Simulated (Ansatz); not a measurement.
Relaxed structures of CH3ClIn (charge +1), singlet (PBE0-D4/def2-TZVP; forces vanish, vibrations not checked; lower isomers may exist, and structures with a doubtful reference or unclear bonds are left out; Å). Program: Ansatz 0.2.0. Basis: def2-TZVPP. Cores are frozen in the correlated methods. Filled d shells of the heavier atoms are correlated. Core potentials replace the inner electrons of the atoms past krypton. The def2 sets are not built for correlating such inner shells, so the correlated values are less sure here.

(1) Rank them by CCSD(T) energy, lowest first, and give each one's height above the lowest. Links in brackets join atoms within 1.22 times the sum of their covalent radii (1.1 for two metals). (To be estimated.)
A.
CH₃ClIn ([ClH][CH][InH]), total charge +1
```
6
angstrom
Cl -1.6702 -1.6111 -0.6610
C -0.1191 -1.0977 -0.2104
In 0.2573 0.5431 0.8483
H 0.6550 -1.7524 -0.5856
H -2.1074 -2.5254 0.1975
H 0.6318 1.9329 1.6685
```
B.
CH₃ClIn ([Cl][CH][InH2]), total charge +1
```
6
angstrom
Cl -1.8421 -1.4188 -0.2572
C -0.2798 -1.0030 -0.1401
In 0.4906 1.1624 0.1692
H 0.3597 -1.8911 -0.2281
H 0.7012 1.7820 -1.3837
H 0.5703 1.3685 1.8398
```
C.
CH₃ClIn ([ClH2][CH][In]), total charge +1
```
6
angstrom
Cl 0.0591 0.8229 0.1155
C -0.2137 -0.7404 -0.1091
In -2.3599 -1.7705 -0.3259
H 0.7137 -1.3141 -0.1556
H 0.9027 1.5436 -0.7164
H 0.8369 1.2845 1.1667
```

T1 diagnostic: at most 0.020.

Answers

(1) By the calculation: B (0.00 kcal/mol), A (17.95 kcal/mol), C (69.93 kcal/mol). Heights count from the lowest.

For scale, one of the runs: CCSD(T)/def2-TZVPP, 165 basis functions, launched by `ansatz run in.yaml --threads 2 --pin off --events-out ev --progress --plain --max-ram 4352MiB`. Hardware: 2 CPU threads of an AMD EPYC 9R45, shared host. Wall time 12 s; peak host memory 1.4 GiB.
